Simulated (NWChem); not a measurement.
System: SiBrClF2; SMILES F[Si](F)(Cl)Br

Input file for NWChem:

```
start job
memory heap 200 mb stack 900 mb global 1100 mb
geometry units angstroms noautosym nocenter noautoz
  F     -1.309742    -0.772603     1.288003
  Si    -0.395500    -0.524132     0.000000
  F     -1.309742    -0.772603    -1.288003
  Cl     1.122054    -1.860425     0.000000
  Br     0.317412     1.530381     0.000000
end
basis spherical
  * library pcsseg-1
end
dft
  xc slater vwn_5
  iterations 150
end
property
  shielding 4 1 2 4 5
  efieldgrad
end
task dft property
```

Excerpt of the output:

```
             Northwest Computational Chemistry Package (NWChem) 7.3.0
             --------------------------------------------------------

                             Geometry "geometry" -> ""
                             -------------------------

 Output coordinates in angstroms (scale by  1.889725989 to convert to a.u.)

  No.       Tag          Charge          X              Y              Z
 ---- ---------------- ---------- -------------- -------------- --------------
    1 F                    9.0000    -1.30974200    -0.77260300     1.28800300
    2 Si                  14.0000    -0.39550000    -0.52413200     0.00000000
    3 F                    9.0000    -1.30974200    -0.77260300    -1.28800300
    4 Cl                  17.0000     1.12205400    -1.86042500     0.00000000
    5 Br                  35.0000     0.31741200     1.53038100     0.00000000

 Effective nuclear repulsion energy (a.u.)     534.1731729263

                              NWChem Property Module
                              ----------------------

  itol2e modified to match energy
  convergence criterion.

                                 NWChem DFT Module
                                 -----------------

 Summary of "ao basis" -> "ao basis" (spherical)
 ------------------------------------------------------------------------------
       Tag                 Description            Shells   Functions and Types
 ---------------- ------------------------------  ------  ---------------------
 F                          pcsseg-1                 7       17   3s3p1d
 Si                         pcsseg-1                10       24   4s5p1d
 Cl                         pcsseg-1                10       24   4s5p1d
 Br                         pcsseg-1                15       41   5s7p3d

  itol2e modified to match energy
  convergence criterion.

            General Information
            -------------------
          SCF calculation type: DFT
          Wavefunction type:  closed shell.
          No. of atoms     :     5
          No. of electrons :    84
           Alpha electrons :    42
            Beta electrons :    42
          Charge           :     0
          Spin multiplicity:     1
          Use of symmetry is: off; symmetry adaption is: off
          Maximum number of iterations: 150
          AO basis - number of functions:   123
                     number of shells:    49
          Convergence on energy requested:  1.00D-07
          Convergence on density requested:  1.00D-05
          Convergence on gradient requested:  5.00D-04

              XC Information
              --------------
                        Slater Exchange Functional  1.000 local
                      VWN V Correlation Functional  1.000 local

             Grid Information
             ----------------
          Grid used for XC integration:  fine
          Radial quadrature: Mura-Knowles
          Angular quadrature: Lebedev.
          Tag              B.-S. Rad. Rad. Pts. Rad. Cut. Ang. Pts.
          ---              ---------- --------- --------- ---------
          F                   0.50       70           9.0       590
          Si                  1.10      123           8.0       770
          Cl                  1.00      123          10.0       770
          Br                  1.15      140          10.0       974
          Grid pruning is: on
          Number of quadrature shells:   526
          Spatial weights used:  Erf1

      Superposition of Atomic Density Guess
      -------------------------------------

 Sum of atomic energies:       -3519.08773114

      Non-variational initial energy
      ------------------------------

 Total energy =   -3520.114296
 1-e energy   =   -5961.866120
 2-e energy   =    1907.578651
 HOMO         =      -0.408995
 LUMO         =       0.032571

   convergence    iter        energy       DeltaE   RMS-Dens  Diis-err
 ---------------- ----- ----------------- --------- --------- ---------
 d= 0,ls=0.0,diis     1  -3515.8646752970 -4.05D+03  1.64D-02  5.78D+00
 d= 0,ls=0.0,diis     2  -3515.5693970315  2.95D-01  1.46D-02  5.51D+00
 d= 0,ls=0.0,diis     3  -3515.9076713313 -3.38D-01  4.11D-03  1.85D+00
 d= 0,ls=0.0,diis     4  -3516.0456688982 -1.38D-01  1.60D-03  3.88D-02
 d= 0,ls=0.0,diis     5  -3516.0480761015 -2.41D-03  7.46D-04  1.16D-02
  Resetting Diis
 d= 0,ls=0.0,diis     6  -3516.0495086142 -1.43D-03  1.48D-04  4.24D-04
 d= 0,ls=0.0,diis     7  -3516.0495596484 -5.10D-05  6.43D-05  3.18D-05
 d= 0,ls=0.0,diis     8  -3516.0495566153  3.03D-06  3.82D-05  7.19D-05
 d= 0,ls=0.0,diis     9  -3516.0495619014 -5.29D-06  6.08D-06  2.03D-06
 d= 0,ls=0.0,diis    10  -3516.0495620466 -1.45D-07  1.31D-06  7.69D-08
 d= 0,ls=0.0,diis    11  -3516.0495620520 -5.38D-09  4.02D-07  3.31D-09

         Total DFT energy =    -3516.049562051986
      One electron energy =    -5961.357020296861
           Coulomb energy =     2065.193215051663
    Exchange-Corr. energy =     -154.058929733104
 Nuclear repulsion energy =      534.173172926316

 Numeric. integr. density =       83.999999653373

                       DFT Final Molecular Orbital Analysis
                       ------------------------------------

 Vector   40  Occ=2.000000D+00  E=-3.347180D-01
              MO Center=  8.1D-01, -1.5D+00, -2.3D-09, r^2= 2.4D+00
   Bfn.  Coefficient  Atom+Function         Bfn.  Coefficient  Atom+Function
  ----- ------------  ---------------      ----- ------------  ---------------
    74      0.526691  4 Cl pz                77      0.434388  4 Cl pz
    65     -0.142897  4 Cl pz                68     -0.141524  4 Cl pz
   108      0.117207  5 Br pz               105      0.115161  5 Br pz
     7     -0.113309  1 F  px                48      0.113309  3 F  px
    10     -0.110583  1 F  px                51      0.110583  3 F  px

[...]

          -----------------------------------------
          Chemical Shielding Tensors (GIAO, in ppm)
          -----------------------------------------

                                NWChem CPHF Module
                                ------------------

  scftype          =     RHF
  nclosed          =       42
  nopen            =        0
  variables        =     3402
  # of vectors     =        3
  tolerance        = 0.10D-03
  level shift      = 0.00D+00
  max iterations   =       50
  max subspace     =       30

 SCF residual:    8.0579166165119820E-006

Iterative solution of linear equations
  No. of variables     3402
  No. of equations        3
  Maximum subspace       30
        Iterations       50
       Convergence  1.0D-04

   iter   nsub   residual    time
   ----  ------  --------  ---------
     1      3    3.32D-06      37.1

      Atom:    1  F
        Diamagnetic
    469.9700      3.5707    -15.9476
      3.5707    460.3129     -4.6608
    -15.9476     -4.6608    478.7630

        Paramagnetic
   -211.6585     22.6312    -49.8406
     22.6312   -263.4552    -19.5608
    -49.8406    -19.5608   -215.4149

        Total Shielding Tensor
    258.3115     26.2019    -65.7882
     26.2019    196.8577    -24.2216
    -65.7882    -24.2216    263.3481

           isotropic =     239.5058
          anisotropy =     144.4423

          Principal Components and Axis System
                 1           2           3
              335.8007    195.5138    187.2029

      1        -0.6744      0.6519     -0.3467
      2        -0.2484      0.2419      0.9380
      3         0.6954      0.7187     -0.0012

      Atom:    2  Si
        Diamagnetic
    880.5881      0.3129     -0.0000
      0.3129    885.1136     -0.0000
     -0.0000     -0.0000    878.6165

        Paramagnetic
   -554.1132     -1.7435      0.0000
     -1.7435   -514.9990      0.0000
      0.0000      0.0000   -559.2175

        Total Shielding Tensor
    326.4749     -1.4306      0.0000
     -1.4306    370.1146      0.0000
      0.0000      0.0000    319.3990

           isotropic =     338.6628
          anisotropy =      47.2479

          Principal Components and Axis System
                 1           2           3
              370.1615    326.4281    319.3990

      1        -0.0327      0.9995     -0.0000
      2         0.9995      0.0327     -0.0000
      3        -0.0000      0.0000      1.0000

      Atom:    3  Cl
        Diamagnetic
   1149.2889     -5.4352     -0.0000
     -5.4352   1150.7875      0.0000
     -0.0000      0.0000   1143.5588

        Paramagnetic
   -356.8388   -160.2976      0.0000
   -160.2976   -258.2790      0.0000
      0.0000      0.0000   -497.2973

        Total Shielding Tensor
    792.4500   -165.7328      0.0000
   -165.7328    892.5085      0.0000
      0.0000      0.0000    646.2615

           isotropic =     777.0733
          anisotropy =     357.7878

          Principal Components and Axis System
                 1           2           3
             1015.5985    669.3600    646.2615

      1        -0.5962      0.8028     -0.0000
      2         0.8028      0.5962     -0.0000
      3         0.0000      0.0000      1.0000

      Atom:    4  Br
        Diamagnetic
   3121.5266      2.5311      0.0000
      2.5311   3130.7645     -0.0000
      0.0000     -0.0000   3120.3822

        Paramagnetic
   -990.6545    155.3218      0.0000
    155.3218   -271.4257     -0.0000
      0.0000     -0.0000  -1068.5220

        Total Shielding Tensor
   2130.8721    157.8529      0.0000
    157.8529   2859.3388     -0.0000
      0.0000     -0.0000   2051.8602

           isotropic =    2347.3570
          anisotropy =     817.0744

          Principal Components and Axis System
                 1           2           3
             2892.0733   2098.1376   2051.8602

      1         0.2031      0.9792     -0.0000
      2         0.9792     -0.2031      0.0000
      3        -0.0000      0.0000      1.0000
```

Level: LDA (Slater exchange, VWN5)/pcSseg-1, GIAO. The geometry was optimised at PBE0/def2-SVP. NWChem prints the field gradient with the sign opposite to the second derivative of the potential. The output numbers the shielded atoms by their place in the input's list. The printed shielding anisotropy is the first printed principal value minus the mean of the other two.
